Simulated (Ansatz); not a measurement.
Species: CAuClO, net charge 0, singlet state. SMILES: [Cl][Au]<-[C-]#[O+]
Geometry: optimised at B3LYP-D3(BJ)/def2-TZVP (Ansatz, a first-principles code).

Property: atomisation energy (electronic, to ground-state atoms), in kcal/mol. Correlated levels leave the core frozen unless marked. Open shells are spin-unrestricted. No spin-orbit coupling. The frozen core is the preceding noble-gas configuration, with the filled d and f shells of earlier blocks. In def2 rows, elements after Kr have scalar-relativistic effective core potentials. The coupled-cluster limit lacks core correlation, which all-electron functionals hold. Basis-set limits of correlation are two-point, X^-3; Hartree-Fock from the larger set. [CCSD(T)-MP2]/basis is that difference in the basis named.

```csv
level,program,atomisation energy (kcal/mol),minus last row
revPBE-D3(BJ)/def2-TZVPD,Ansatz + dftd3,379.2,4.3
r2SCAN-D4/def2-TZVPD,Ansatz + dftd4,383.9,9.0
BHLYP-D4/def2-TZVPD,Ansatz + dftd4,341.5,-33.4
r2SCANh-D4/def2-TZVPD,Ansatz + dftd4,375.7,0.8
PBE-QIDH/def2-TZVPD,Ansatz,372.5,-2.4
MP2/def2-SVP,Ansatz,366.5,-8.4
RI-MP2/def2-QZVPPD,Ansatz,395.7,20.8
"RI-MP2/CBS(def2-TZVPP,def2-QZVPP)",Ansatz,401.0,26.1
SCS-MP2/def2-TZVPP,Ansatz,372.0,-2.9
"RI-MP2/CBS(def2-TZVPPD,def2-QZVPPD)+[CCSD(T)-MP2]/def2-TZVPPD",Ansatz,374.9,0.0
```
